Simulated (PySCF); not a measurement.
SMILES C[Si]([SiH2][SiH2][SiH3])(C)C (C₃H₁₆Si₄), GFN2-xTB optimised geometry.

```
23

C      1.58    -0.67     0.00
Si    -0.33    -0.67     0.00
C     -0.90     1.15     0.00
C     -0.92    -1.47    -1.64
Si    -1.19    -1.74     1.89
Si    -1.54    -0.34     3.71
Si    -3.14     1.29     3.41
H      1.97    -0.21     0.90
H      1.98    -1.69    -0.04
H      1.99    -0.13    -0.85
H     -0.53     1.68     0.87
H     -1.99     1.22     0.01
H     -0.55     1.69    -0.88
H     -2.00    -1.45    -1.71
H     -0.60    -2.50    -1.71
H     -0.52    -0.94    -2.51
H     -0.35    -2.89     2.26
H     -2.48    -2.39     1.56
H     -1.85    -1.11     4.93
H     -0.26     0.30     4.06
H     -2.56     2.58     3.01
H     -3.96     1.58     4.60
H     -4.08     0.92     2.35
```

Density from PBE0/def2-SVP (PySCF 2.14.0) at that geometry.

Minimum of the electron density along straight lines between bonded atoms, close to the bond critical point (lines longer than 1.1 times the sum of covalent radii, or with two minima, are not listed):

```tsv
bond	length / Å	ρ at the minimum / e bohr⁻³	∇²ρ there / e bohr⁻⁵	position (fraction from the first atom)
C1–Si2	1.912	0.108	0.31	0.62
Si2–C3	1.912	0.108	0.31	0.38
Si2–C4	1.912	0.108	0.29	0.38
C1–H8	1.086	0.272	-0.97	0.62
C1–H9	1.086	0.272	-0.97	0.62
C1–H10	1.087	0.271	-0.97	0.62
C3–H11	1.087	0.271	-0.96	0.62
C3–H12	1.086	0.271	-0.97	0.62
C3–H13	1.086	0.271	-0.97	0.62
C4–H14	1.086	0.272	-0.97	0.62
C4–H15	1.086	0.272	-0.97	0.62
C4–H16	1.087	0.271	-0.96	0.62
Si5–H17	1.473	0.113	0.32	0.49
Si5–H18	1.475	0.113	0.32	0.49
Si6–H19	1.473	0.114	0.32	0.49
Si6–H20	1.475	0.113	0.31	0.49
Si7–H21	1.465	0.116	0.32	0.49
Si7–H22	1.465	0.116	0.32	0.49
Si7–H23	1.468	0.115	0.33	0.49
```
